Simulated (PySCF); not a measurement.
# Computed properties of Si(H)(F)(Cl)(Me) (CH4ClFSi), SMILES C[SiH](F)Cl

Si(H)(F)(Cl)(Me) (CH4ClFSi), SMILES C[SiH](F)Cl. Coordinates come from a ωB97X-D3(BJ)/def2-SVP optimisation. One conformer was computed; it need not be the lowest. All values are computed for the isolated molecule unless a solvent is named; none is compared with measurement here.

**Structure.** All 18 harmonic modes at ωB97X-D3(BJ)/def2-SVP (PySCF) are real, so it is a minimum. With heavy atoms numbered as in [SiH:1]([CH3:2])([F:3])[Cl:4], the shortest bond between them is Si1–F3 at 1.624 Å and the longest Si1–Cl4 at 2.057 Å.

**Vibrations.** The strongest infrared lines (harmonic, unscaled, degenerate partners summed) lie at 952 cm⁻¹ (218 km/mol, Si 39 %, H 32 %, F 24 %), 901 cm⁻¹ (204 km/mol, H 74 %, Si 12 %, C 11 %), 2317 cm⁻¹ (123 km/mol, H 97 %). The softest mode is at 152 cm⁻¹ and the zero-point energy is 31.8 kcal/mol.

**Electronic structure.** B3LYP/def2-TZVP (PySCF) places the frontier levels at -8.76 and 0.40 eV, a gap of 9.16 eV, and gives a dipole moment of 2.15 D and a mean polarisability of 47.4 bohr³.

**Excitations.** TDA-B3LYP/def2-SVPD (PySCF) has S1 at 7.94 eV (156 nm, f = 0.008, weak); the most intense of the 10 singlets computed lies at 8.94 eV (f = 0.08). T1 (TDA) is at 7.55 eV, 0.39 eV under S1. No vertical singlet excitation falls in the visible range (under 3.1 eV).

**NMR.** GIAO shifts at PBE0/pcSseg-1 (PySCF) (non-relativistic, atoms alike by connectivity averaged): ¹³C at 5.6 ppm against TMS; ¹H from 0.9 to 5.8 ppm against TMS; ²⁹Si at 23.4 ppm against TMS; ¹⁹F at -161.0 ppm against CFCl3. Without spin–orbit terms, shifts of atoms bonded to Cl or Br come out too high.
